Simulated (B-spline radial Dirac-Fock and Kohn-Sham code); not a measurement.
ΔSCF core binding energies without Breit or QED terms, calculated with an atomic code on a B-spline grid.

A sound run for the free calcium atom in the configuration [Ar] 4s2: The ground state converged in 11 iterations, with total energy -679.71013 Ha, virial ratio 1.99130 and highest orbital energy -5.34 eV. ΔSCF binding energies: K (1s) 4052.4 eV, L3 (2p3/2) 357.2 eV. Holes are computed only in closed shells, and unreliable hole states are left out.

A second run, with one unsound setting: The ground state converged in 11 iterations, with total energy -899.80024 Ha, virial ratio 1.21219 and highest orbital energy -7.60 eV. ΔSCF binding energies: K (1s) 4185.2 eV, L3 (2p3/2) 272.6 eV. Holes are computed only in closed shells, and unreliable hole states are left out.

```
iter   energy (Ha)        error
   1     -883.57834790  2.89e+00
   2     -897.20935489  7.26e-01
   3     -899.61581104  2.28e-01
   4     -899.78187319  8.27e-02
   5     -899.79806996  2.19e-02
   6     -899.80021396  1.62e-03
   7     -899.80024180  3.05e-04
   8     -899.80024313  3.51e-05
   9     -899.80024323  9.43e-06
  11     -899.80024324  9.16e-08
```

Q: Which fault fits the second run best?
A. nuclear radius in wrong units
B. speed of light below Z
C. tolerance below the noise
D. spline order too low

A: B. The input had c_factor = 0.0978: c_factor makes c so small that Zα exceeds 1, so any numbers that come out have no meaning.
